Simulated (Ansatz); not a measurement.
`[BH2][Al]([Cl])[CH2]OC`, relaxed with RKS PBE-D4/def2-SVP in the Gaussian-basis code of Ansatz from a rough embedded geometry. The force threshold is 0.03 eV/Å; the program also tests the step.

The species carries charge 0 and has multiplicity 1.

Start:

```xyz
13

B    -0.442    0.288    3.080
Al   -0.281    0.768    1.034
Cl   -1.441    2.454    0.229
C     0.819   -0.275   -0.202
O     0.878    0.265   -1.493
C    -0.096   -0.406   -2.302
H    -1.118    0.906    3.754
H     0.203   -0.609    3.438
H     1.905   -0.247    0.200
H     0.609   -1.398   -0.148
H    -1.101   -0.370   -1.818
H    -0.174    0.090   -3.276
H     0.238   -1.466   -2.496
```

(1) By how much does the energy fall, and how many steps does the optimiser take? (An estimate is asked.)

(2) Which bonds change most? (Estimate.)

(3) Give the relaxed structure. (Estimate.)

## Answers

(1) Ansatz gave: 0.50 eV, in 18 steps, 2 of them rejected.

(2) Ansatz gave: B1–H7 from 1.137 to 1.221 Å; Al2–Cl3 from 2.199 to 2.138 Å; B1–H8 from 1.161 to 1.220 Å; Al2–C4 from 1.956 to 2.013 Å.

(3) Ansatz gave: 
```xyz
13

B    -0.548    0.257    3.007
Al   -0.126    0.688    0.976
Cl   -0.905    2.526    0.212
C     1.037   -0.378   -0.274
O     0.961    0.024   -1.632
C    -0.252   -0.344   -2.233
H    -1.556   -0.337    3.356
H     0.203    0.565    3.918
H     2.088   -0.201    0.057
H     0.876   -1.482   -0.159
H    -1.135    0.100   -1.701
H    -0.250    0.036   -3.273
H    -0.393   -1.454   -2.255
```
